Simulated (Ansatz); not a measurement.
Reaction (homolysis of the Ge–H bond): `[CH3][GeH]([F])[Br]` → `[CH3][Ge]([F])[Br]`• + H•

Gas-phase electronic energies from Ansatz, PBE0-D4/def2-TZVP geometries. CBS: MP2 limit from def2 TZ/QZ plus the TZ coupled-cluster correction, frozen cores. This one scheme is used for every species, atoms too. Functionals use def2-TZVPP. No spin–orbit coupling; open shells (•) take unrestricted orbitals. For Br, Ge outer-core shells are correlated without core-valence functions, so the limit isn't a true one: a few kJ/mol of doubt a bond, and 10 to 20 or more in all where bonds break to atoms. Scalar relativity is left out up to krypton.

```csv
species,revPBE energy (Eh)
`[CH3][GeH]([F])[Br]`,-4791.23852
`[CH3][Ge]([F])[Br]`•,-4790.60929
H•,-0.50412
```

(1) Work out ΔE.

Largest T1 diagnostic among the species: 0.012.

Answers

(1) ΔE = (-4790.60929) + (-0.50412) − (-4791.23852) = 0.12511 Eh = +3.40 eV. CCSD(T)/CBS gives +3.89 eV.

From PBE to PBE0 (25 % exact exchange), in def2-TZVPP and without D4, ΔE moves by +0.12 eV. At CCSD(T), def2-SVP lies −0.16 eV from the extrapolated value and def2-TZVPP −0.06 eV: correlation converges slowly with the basis, and small sets miss more of it in the bonded molecule than in its fragments.
